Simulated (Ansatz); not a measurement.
`C[SiH](N)[CH2][AlH2]`. The species carries charge 0 and has multiplicity 1.

Cartesian coordinates in Å:
```
C -0.472 1.273 1.209
Si -0.101 0.809 -0.566
N 1.591 0.986 -0.842
C -0.746 -0.924 -0.865
Al -0.132 -2.165 0.497
H -0.218 2.317 1.405
H 0.114 0.665 1.908
H -1.529 1.126 1.448
H -0.750 1.775 -1.498
H 2.258 0.428 -0.333
H 1.924 1.176 -1.773
H -0.382 -1.239 -1.852
H -1.841 -0.915 -0.896
H 1.431 -2.406 0.690
H -1.147 -2.907 1.469
```

(1) List the harmonic frequencies (cm⁻¹, unscaled) at PBE0-D4/def2-TZVP in Ansatz. (Best estimate.)

(2) Is this a minimum?

(3) Give the ideal-gas thermochemistry at 298.15 K and 1 bar (rigid rotor, harmonic oscillator; point group C1, symmetry number 1).

(4) And at 400, 500, 600, 800 and 1000 K?

Answers

(1) Ansatz gave: 36, 71, 94, 126, 171, 214, 265, 300, 370, 410, 541, 596, 632, 658, 682, 735, 754, 793, 811, 869, 872, 897, 951, 969, 1276, 1369, 1443, 1454, 1585, 1899, 1914, 2192, 3029, 3041, 3103, 3106, 3139, 3601, 3694.

(2) Yes, all 39 modes are real.

(3) Zero-point energy 291.1 kJ/mol; H(298) − E = 319.8 kJ/mol; entropy 405.5 J/(mol·K), of which translation 166.7, rotation 115.6, vibration 123.3; G(298) − E = 198.9 kJ/mol. Modes under 100 cm⁻¹ are hindered rotations or soft bends, so the harmonic entropy is rough.

(4) 
```csv
T (K),H − E (kJ/mol),S (J/mol/K),G − E (kJ/mol)
400,337.0,455.0,155.0
500,356.6,498.6,107.3
600,378.3,538.0,55.4
800,426.5,607.2,-59.3
1000,479.6,666.3,-186.8
```
